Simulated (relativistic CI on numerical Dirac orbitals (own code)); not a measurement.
## Energy levels of Sb⁸⁺

These numbers are calculated, not measured: Dirac-Coulomb-Breit CI, KLI orbitals optimised for each configuration, QED by a radiative potential, unscaled Slater integrals (own radial code, finite nucleus).

Configuration list (outside the closed core [Ar] 3d10): 4s²4p⁶4d⁷, 4s²4p⁵4d⁸, 4s²4p⁶4d⁶4f, 4s²4p⁶4d⁶5s, 4s²4p⁶4d⁶5p, 4s²4p⁴4d⁹, 4s²4p⁶4d⁵5s², 4s4p⁶4d⁸, 4s²4p⁶4d⁵5s5p, 4s²4p⁶4d⁶5d, 4s²4p⁶4d⁵5p², 4s²4p⁶4d⁶6s, 4s²4p⁶4d⁶6p, 4p⁶4d⁹, 4s²4p⁶4d⁶6d, 4s²4p⁵4d⁷5s. Levels of other configurations are missing.

The lowest level is 4s²4p⁶4d⁷ ⁴F9/2, with 93 % of that term; Hund's rules for 4s²4p⁶4d⁷ give ⁴F with J = 9/2, in agreement.

```csv
No.,Configuration,Term,J,E (eV),%,Lifetime (s),jj configuration (%)
1,4s²4p⁶4d⁷,⁴F,9/2,0.0000,93,,4d5/2^3 (72)
2,4s²4p⁶4d⁷,⁴F,7/2,1.0095,98,5.74e-02,4d3/2^3 4d5/2^4 (89)
3,4s²4p⁶4d⁷,⁴F,5/2,1.4658,90,3.92e-01,4d3/2^2 4d5/2^5 (47)
4,4s²4p⁶4d⁷,⁴F,3/2,1.7081,78,2.62e+00,4d3/2^3 4d5/2^4 (35)
5,4s²4p⁶4d⁷,⁴P,3/2,2.5880,47,1.34e-01,4d5/2^3 (55)
6,4s²4p⁶4d⁷,⁴P,5/2,2.9734,90,9.43e-02,4d3/2^3 4d5/2^4 (56)
7,4s²4p⁶4d⁷,²G,9/2,3.3484,76,2.05e-02,4d3/2^3 4d5/2^4 (62)
8,4s²4p⁶4d⁷,⁴P,1/2,3.4528,71,7.37e-02,4d3/2^3 4d5/2^4 (94)
9,4s²4p⁶4d⁷,²G,7/2,4.2288,95,3.54e-02,4d3/2^3 4d5/2^4 (59)
10,4s²4p⁶4d⁷,⁴P,3/2,4.3474,45,1.41e-02,4d3/2^2 4d5/2^5 (68)
11,4s²4p⁶4d⁷,²D,5/2,4.6213,84,8.50e-03,4d3/2^2 4d5/2^5 (51)
12,4s²4p⁶4d⁷,²H,11/2,4.6571,100,2.67e-01,4d3/2^3 4d5/2^4 (100)
13,4s²4p⁶4d⁷,²P,1/2,5.0018,70,2.50e-02,4d3/2^2 4d5/2^5 (94)
14,4s²4p⁶4d⁷,²H,9/2,5.6856,83,2.35e-02,4d3/2^2 4d5/2^5 (88)
15,4s²4p⁶4d⁷,²D,3/2,6.2558,61,7.83e-03,4d3/2 4d5/2^6 (71)
16,4s²4p⁶4d⁷,²F,5/2,6.7717,94,3.33e-02,4d3/2^3 4d5/2^4 (70)
17,4s²4p⁶4d⁷,²F,7/2,7.3542,96,1.81e-02,4d3/2^3 4d5/2^4 (51)
18,4s²4p⁶4d⁷,²D,3/2,10.1107,99,5.68e-03,4d3/2^3 4d5/2^4 (82)
19,4s²4p⁶4d⁷,²D,5/2,10.7403,94,4.65e-03,4d3/2^2 4d5/2^5 (79)
20,4d⁶(5D)5s,⁶D,9/2,47.3738,95,9.57e-05,4d3/2^3 4d5/2^3 5s (45)
21,4d⁶(5D)5s,⁶D,7/2,47.9794,95,5.25e-05,4d3/2^3 4d5/2^3 5s (60)
22,4d⁶(5D)5s,⁶D,5/2,48.2974,93,6.40e-05,4d3/2^2 4d5/2^4 5s (46)
23,4d⁶(5D)5s,⁶D,3/2,48.5357,93,6.04e-05,4d3/2^3 4d5/2^3 5s (44)
24,4d⁶(5D)5s,⁶D,1/2,48.6810,93,7.29e-05,4d3/2^2 4d5/2^4 5s (45)
25,4d⁶(5D)5s,⁴D,7/2,49.6910,90,1.01e-06,4d3/2^3 4d5/2^3 5s (43)
26,4d⁶(5D)5s,⁴D,5/2,50.3231,89,1.03e-06,4d3/2^3 4d5/2^3 5s (58)
27,4d⁶(5D)5s,⁴D,3/2,50.6194,86,1.01e-06,4d3/2^2 4d5/2^4 5s (34)
28,4d⁶(5D)5s,⁴D,1/2,50.8581,91,9.98e-07,4d3/2^3 4d5/2^3 5s (45)
29,4d⁶(3H)5s,⁴H,9/2,51.5814,32,3.51e-06,4d5/2^2 5s (46)
30,4d⁶(3H)5s,⁴H,7/2,51.7388,47,3.09e-06,4d3/2^3 4d5/2^3 5s (53)
```

Energies count from the lowest computed level; lifetimes are radiative, by E1, M1, E2 decay to levels of this space only. Percentages are summed over parent terms; the parents shown are those of the largest component, closed shells are left out there. Filled j subshells are mostly left out of the jj labels.

The mean weight of the leading LS term, summed over parents, in these 30 levels is 82 %, and that of the leading jj configuration (from the same eigenvectors) 61 %, so LS coupling describes them better.

At this charge configurations can still be misplaced by up to about 7 % of their energy. Terms inside the open d or f shell come out 10 to 20 % too wide with unscaled integrals. Levels and lines within the n = 5 or 6 shells can be off by up to 10 % or somewhat more, and those that change n by about 2 %, since core polarisation is missing.

LS names give the leading component of a level, which can be under half, so a name can repeat, a term be missing and a line seem to break the LS rules.
